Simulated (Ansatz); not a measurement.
Reaction (cleavage of the Si–Ge bond): `[SiH3][SiH2][GeH3]` + `O=C(O)O` → `O=C(O)O[SiH2][SiH3]` + GeH₄

Gas-phase electronic energies from Ansatz, PBE0-D4/def2-TZVP geometries. CCSD(T)/CBS adds triple-zeta CCSD(T) − MP2 to the extrapolated MP2 energy (def2 sets, frozen cores). Functionals use def2-TZVPP. For Ge outer-core shells are correlated without core-valence functions, which leaves a few kJ/mol of doubt a bond. Scalar relativity is left out up to krypton. One conformer a species, not always the lowest.

| level | ΔE (kcal/mol) |
| --- | --- |
| r2SCAN-D4 | -12.1 |
| B2PLYP | -13.8 |
| PBE | -8.3 |
| SCS-MP2/def2-QZVPP | -15.2 |

(1) What does CCSD(T)/CBS give? (Best estimate.)

Largest T1 diagnostic among the species: 0.015.

## Answers

(1) The calculation gave: -13.2 kcal/mol. The listed levels differ from it by 1.1, -0.6, 4.9, -2.0 kcal/mol.

From PBE to PBE0 (25 % exact exchange), in def2-TZVPP and without D4, ΔE moves by −0.9 kcal/mol. In def2-TZVPP, CCSD(T) changes the Hartree–Fock value by +3.8 kcal/mol (the triples alone add +0.3 kcal/mol) and MP2 by +3.2 kcal/mol. The D4 term adds −0.8 kcal/mol with B3LYP and −0.4 kcal/mol with PBE0; it sums over pairs of atoms, weighted by their polarisabilities, and B3LYP, whose exchange is more repulsive, gets the larger term.

B3LYP here is the variant with VWN-RPA as its local correlation; programs differ in this.
